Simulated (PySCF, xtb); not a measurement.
SeF3, SMILES F[Se+](F)F, charge +1.

Harmonic wavenumbers (cm⁻¹) from GFN2-xTB (xtb) at its own minimum, in rising order: 241, 241, 295, 517, 517, 574.

What does PySCF with r2SCAN-D4/def2-SVP give at its own minimum? (The exact figures need the calculation; the answer reports its results.)

268, 269, 342, 780, 780, 787. Paired by order, the mean absolute difference is 140 cm⁻¹ and the zero-point energies are 3.4 and 4.6 kcal/mol.
